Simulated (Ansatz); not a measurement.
`O=C=[N][In]([F])[F]` + H₂S → `[F][In]([F])[SH]` + `N=C=O` at 298.15 K and 1 bar (ligand exchange at the In–N bond).

Gas-phase electronic energies from Ansatz, PBE0-D4/def2-TZVP geometries. CCSD(T)/CBS adds triple-zeta CCSD(T) − MP2 to the extrapolated MP2 energy (def2 sets, frozen cores). This one scheme is used for every species. def2 core potentials past Kr. For In outer-core shells are correlated without core-valence functions, which leaves a few kJ/mol of doubt a bond. One conformer a species, not always the lowest.

```csv
species,CCSD(T)/CBS energy (Eh),H − E (kJ/mol),S (J/(mol·K))
`O=C=[N][In]([F])[F]`,-557.39754,65.4,380.7
H₂S,-398.97279,49.9,205.7
`[F][In]([F])[SH]`,-787.86618,52.2,345.6
`N=C=O`,-168.51995,67.5,238.3
```

H − E and S are ideal-gas, rigid-rotor, harmonic terms from PBE0-D4/def2-TZVP, for one conformer and one mirror image of each species. 1 Eh = 2625.50 kJ/mol, R = 8.31446 J/(mol·K).

Q: By hand: ΔE, ΔH, ΔS and ΔG.

A: ΔE = (-787.86618) + (-168.51995) − (-557.39754) − (-398.97279) = -0.01580 Eh = -41.5 kJ/mol. Δ(H − E) = 52.2 + 67.5 − 65.4 − 49.9 = 4.4, so ΔH = -37.1 kJ/mol. ΔS = 345.6 + 238.3 − 380.7 − 205.7 = -2.5 J/(mol·K). ΔG = -37.1 − 298.15 × (-2.5)/1000 = -36.4 kJ/mol.

Q: By hand: the equilibrium constant, and the temperature at which ΔG would vanish if ΔH and ΔS stayed fixed.

A: log₁₀ K = −ΔG/(RT ln 10) = 6.4. ΔG = 0 at ΔH/ΔS = 14840 K, far beyond where these terms or the molecules hold.

The number of gas molecules stays the same, so ΔS is small and ΔH decides. A doubt of 5 kJ/mol in ΔE shifts log₁₀ K by 0.9 here. Other conformers and mirror images would add mixing entropy, several J/(mol·K) or more a flexible species. Modes under 60 cm⁻¹, often nearly free rotors, make the harmonic entropy too high. These are equilibria of isolated gas molecules and say nothing of rates. Largest T1 diagnostic: 0.018 (customary marks: 0.02 for closed shells, 0.045 for open ones).
